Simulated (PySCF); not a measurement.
A series of related molecules.

All values: wB97X-D/def2-SVPD (PySCF) at GFN2-xTB geometries, gas phase, one conformer each. Core orbitals are frozen in the response; Δα² is half the sum of the squared differences of the principal polarisabilities.

Task: Rank by HOMO energy, highest first.
A. `N#CC[C@H]([SiH3])C[SiH3]`
B. `[Si@@H]([SiH3])(CC#N)[SiH2][SiH3]`
C. `C([Si@@H](CC#N)[SiH3])C`

Result: B (-10.12 eV), C (-10.28 eV), A (-10.52 eV).

Task: Rank by HOMO–LUMO gap, highest first.
A. `C(#N)C[Si@@H]([SiH3])C[SiH3]`
B. `N#CC[C@H]([SiH3])C[SiH3]`
C. `[Si@H]([SiH3])([SiH2][SiH3])CC#N`

Result: B (12.10 eV), A (11.62 eV), C (10.44 eV).

All values together:

```json
{"SMILES": "N#CC[Si@@H]([SiH3])C[SiH3]", "change": "parent", "formula": "C3H11NSi3", "μ (D)": "4.55", "HOMO (eV)": "-10.42", "LUMO (eV)": "1.20", "α (Å³)": "17.86", "Δα (Å³)": "4.78", "electrons": "78", "α per electron (Å³)": "0.229"}
{"SMILES": "N#CC[C@H]([SiH3])C[SiH3]", "change": "Si replaced by C", "formula": "C4H11NSi2", "μ (D)": "3.69", "HOMO (eV)": "-10.52", "LUMO (eV)": "1.58", "α (Å³)": "15.22", "Δα (Å³)": "2.75", "electrons": "70", "α per electron (Å³)": "0.217"}
{"SMILES": "N#CC[Si@@H]([SiH3])[SiH2][SiH3]", "change": "C replaced by Si", "formula": "C2H11NSi4", "μ (D)": "4.16", "HOMO (eV)": "-10.12", "LUMO (eV)": "0.31", "α (Å³)": "21.74", "Δα (Å³)": "9.74", "electrons": "86", "α per electron (Å³)": "0.253"}
{"SMILES": "CC[Si@H]([SiH3])CC#N", "change": "Si replaced by C", "formula": "C4H11NSi2", "μ (D)": "3.88", "HOMO (eV)": "-10.28", "LUMO (eV)": "1.42", "α (Å³)": "15.70", "Δα (Å³)": "1.60", "electrons": "70", "α per electron (Å³)": "0.224"}
```

Conformers: `[N:1]#[C:2][CH2:3][Si@@H:4]([SiH3:5])[CH2:6][SiH3:7]` with C2–C3–Si4–Si5 59°, C3–Si4–C6–Si7 -55°; `[N:1]#[C:2][CH2:3][C@H:4]([SiH3:5])[CH2:6][SiH3:7]` with C2–C3–C4–Si5 64°, C3–C4–C6–Si7 -170°; `[N:1]#[C:2][CH2:3][Si@@H:4]([SiH3:5])[SiH2:6][SiH3:7]` with C2–C3–Si4–Si5 53°, C3–Si4–Si6–Si7 45°; `[CH3:1][CH2:2][Si@H:3]([SiH3:4])[CH2:5][C:6]#[N:7]` with C1–C2–Si3–Si4 -58°, C2–Si3–C5–C6 65°.

Task: Give the shifts from the parent, `N#CC[Si@@H]([SiH3])C[SiH3]`.

Result: 
```tsv
SMILES	change in μ (D)	change in HOMO (eV)	change in LUMO (eV)	change in mean α (Å³)
N#CC[C@H]([SiH3])C[SiH3]	-0.86	-0.10	+0.38	-2.64
N#CC[Si@@H]([SiH3])[SiH2][SiH3]	-0.39	+0.30	-0.89	+3.88
CC[Si@H]([SiH3])CC#N	-0.67	+0.14	+0.22	-2.16
```
